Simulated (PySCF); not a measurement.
B(H)2(Me) (CH5B), SMILES CB. Geometry optimised at B3LYP-D3(BJ)/def2-TZVP.

Computed equilibrium geometry at B3LYP-D3(BJ)/def2-TZVP (PySCF confirms it by a frequency run) as bond lengths and angles, and its point group:
point group Cs.
Atoms: B1 H2 H3 C4 H5 H6 H7. Bonded distances (Å): B1–H2 1.194, B1–H3 1.194, B1–C4 1.551, C4–H5 1.104, C4–H6 1.091, C4–H7 1.091. Angles (°): H2–B1–H3 118.1, H2–B1–C4 120.9, H3–B1–C4 120.9, B1–C4–H5 104.0, B1–C4–H6 115.0, B1–C4–H7 115.0, H5–C4–H6 105.7, H5–C4–H7 105.7, H6–C4–H7 110.2.
Charge 0, spin multiplicity 1.
